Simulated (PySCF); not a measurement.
SMILES [SiH3]CCBr, GFN2-xTB optimised geometry.

```
11

Si     0.75    -1.45     0.00
C      0.04     0.33     0.00
C     -1.46     0.33     0.00
Br    -2.20     2.15     0.00
H      0.24    -2.15    -1.18
H      2.20    -1.36    -0.04
H      0.30    -2.13     1.21
H      0.41     0.87     0.88
H      0.41     0.87    -0.87
H     -1.87    -0.15     0.89
H     -1.87    -0.15    -0.89
```

Density from B3LYP/def2-TZVP in PySCF 2.14.0 at that geometry.

Minimum of the electron density along straight lines between bonded atoms, close to the bond critical point (lines longer than 1.1 times the sum of covalent radii, or with two minima, are not listed):

| bond | length / Å | ρ at the minimum / e bohr⁻³ | ∇²ρ there / e bohr⁻⁵ | position (fraction from the first atom) |
|---|---|---|---|---|
| Si1–C2 | 1.909 | 0.116 | 0.13 | 0.39 |
| C2–C3 | 1.507 | 0.255 | -0.64 | 0.48 |
| C3–Br4 | 1.972 | 0.143 | -0.12 | 0.44 |
| Si1–H5 | 1.464 | 0.125 | 0.18 | 0.49 |
| Si1–H6 | 1.460 | 0.126 | 0.19 | 0.49 |
| Si1–H7 | 1.464 | 0.125 | 0.18 | 0.49 |
| C2–H8 | 1.092 | 0.277 | -0.93 | 0.64 |
| C2–H9 | 1.092 | 0.277 | -0.93 | 0.64 |
| C3–H10 | 1.089 | 0.288 | -1.02 | 0.65 |
| C3–H11 | 1.089 | 0.288 | -1.02 | 0.65 |
